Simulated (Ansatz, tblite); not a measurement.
Removing and adding an electron: Li₅Si. The state is a doublet with charge 0. Geometry: PBE-D4/def2-TZVP. Ansatz, gas phase; energy differences of separate SCF runs; the oxidised species is a singlet (the triplet lies 1.46 eV higher at PBE0-D4/def2-TZVP); the reduced species is a singlet (the triplet lies 0.31 eV higher at PBE0-D4/def2-TZVPD).

Cartesian coordinates in Å:
```
Li 1.346 -1.194 0.510
Li 0.387 1.656 1.708
Li -0.818 -1.238 -1.883
Li -1.762 -0.897 1.384
Li 1.289 1.281 -1.564
Si -0.443 0.391 -0.156
```

The xTB rows come from tblite. Correlated methods freeze 5 core orbitals; core or outer-core shells of Li are correlated, in sets that lack core-valence functions. The structure comes from a short search, and lower isomers may exist.

| level | −HOMO (eV) | vertical IE (eV) | −LUMO (eV) | vertical EA (eV) | HOMO–LUMO gap (eV) | IE − EA (eV) | remarks |
| --- | --- | --- | --- | --- | --- | --- | --- |
| GFN1-xTB | – | 10.21 | – | 6.42 | – | 3.79 | – |
| PBE-D4/def2-TZVP | 2.47 | 3.88 | 2.05 | – | 0.42 | – | restricted SCF unstable in HF (+1 singlet) |
| PBE-D4/def2-TZVPD | 2.48 | – | 2.07 | 0.82 | 0.41 | – | HOMO above zero (-1 singlet), restricted SCF unstable in HF (-1 singlet) |
| r2SCAN-D4/def2-TZVP | 2.52 | 3.79 | 1.66 | – | 0.85 | – | restricted SCF unstable in HF (+1 singlet) |
| r2SCAN-D4/def2-TZVPD | 2.52 | – | 1.68 | 0.69 | 0.84 | – | HOMO above zero (-1 singlet), restricted SCF unstable in HF (-1 singlet) |
| PBE0-D4/def2-TZVP | 2.79 | 3.77 | 1.55 | – | 1.24 | – | restricted SCF unstable in HF (+1 singlet) |
| PBE0-D4/def2-TZVPD | 2.80 | – | 1.58 | 0.74 | 1.22 | – | HOMO above zero (-1 singlet), restricted SCF unstable in HF (-1 singlet) |
| CCSD/def2-TZVPD | – | – | – | 0.63 | – | – | large T1 (0.023) (-1 singlet), restricted SCF unstable (-1 singlet), spin-contaminated (⟨S²⟩ 0.99) (doublet) |
| CCSD/def2-TZVPP | – | 3.54 | – | – | – | – | restricted SCF unstable (+1 singlet), spin-contaminated (⟨S²⟩ 1.01) (doublet) |
| CCSD(T)/def2-TZVPD | – | – | – | 0.80 | – | – | large T1 (0.023) (-1 singlet), restricted SCF unstable (-1 singlet), spin-contaminated (⟨S²⟩ 0.99) (doublet) |
| CCSD(T)/def2-TZVPP | – | 3.65 | – | – | – | – | restricted SCF unstable (+1 singlet), spin-contaminated (⟨S²⟩ 1.01) (doublet) |

Run but left out: HF/def2-TZVPP (charge +1 singlet: restricted singlet, unstable towards broken spin symmetry); MP2/def2-TZVPP, MP2/def2-TZVPD (doublet: ⟨S²⟩ 0.99 to 1.01, where a pure state has 0.75); HF/def2-TZVPD (charge -1 singlet: restricted singlet, unstable towards broken spin symmetry).   A HOMO above zero means that the electron is unbound at that level or that self-interaction error raises the level; the energy of removing that electron tells which. HOMO and LUMO are the levels of the spin that leaves or enters (xTB has no such levels and no spin-polarisation term). Other spin states of the ions may lie lower, which would lower the ionisation energy or raise the affinity. Raw xTB energy differences between charge states are shifted by several eV; the methods need an empirical correction for them.
